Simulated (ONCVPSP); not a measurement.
Configuration tests for Te (Z = 52) (ONCV)

```json
{"Element": "tellurium (Te)", "Generator": "ONCVPSP 4.0.1", "Type": "optimised norm-conserving Vanderbilt (ONCV)", "Functional": "PBE", "Relativity": "scalar-relativistic", "Frozen core": "[Kr] 4d10", "Valence charge": "6", "Reference configuration": "5s2 5p4", "Partial waves": "5s: rc 1.50 bohr, ncon 3, nbas 6, qcut 4.1 1/bohr, 2 projectors, debl 0.7 Ha; 5p: rc 2.35 bohr, ncon 4, nbas 8, qcut 3.6 1/bohr, 3 projectors, debl 3.2 Ha", "Local potential": "polynomial inside 1.10 bohr (lpopt 5, dvloc0 0 Ha)", "Core correction": "none"}
```

Energies are relative to the spin-unpolarised reference configuration 5s2 5p4; without spin polarisation the order of configurations can differ from experiment.

Q: Give the all-electron excitation energy and the error of the potential for: 5s2 5p3; 5s2 5p2; 5s2 5p1; 5s1 5p4.

A:

| valence configuration | charge | ΔE all-electron (eV) | error AE − PS (meV) |
| --- | --- | --- | --- |
| 5s2 5p3 | +1 | 9.729 | -7.5 |
| 5s2 5p2 | +2 | 27.654 | -36 |
| 5s2 5p1 | +3 | 54.552 | -92 |
| 5s1 5p4 | +1 | 19.572 | +0.4 |

Note: ghosts flagged at negative energy: s at -138.9 eV; GHOST(+) flagged for p at 137.8 eV, s at 348.1 eV. A true bound ghost makes a file unfit for plane-wave use.
